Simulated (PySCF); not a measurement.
A calculated (PBE, PySCF 2.14, cc-pwCVTZ, no relativity, point nucleus) atom or ion has these occupied shells.

```
shell  electrons  orbital energy (eV)  rms radius, mean of both spins (bohr)
   1s          2              -4384.1                                 0.0852
   2s          2              -483.41                                  0.376
   2p          6              -401.53                                  0.343
   3s          2              -67.017                                   1.15
   3p          6              -45.916                                   1.24
   4s          2              -11.266                                   3.38
```

(1) Name the element and its charge.

Results:

(1) Sc+ (scandium, charge +1), in [Ar] 4s2, closed-shell 1S (an excited configuration).
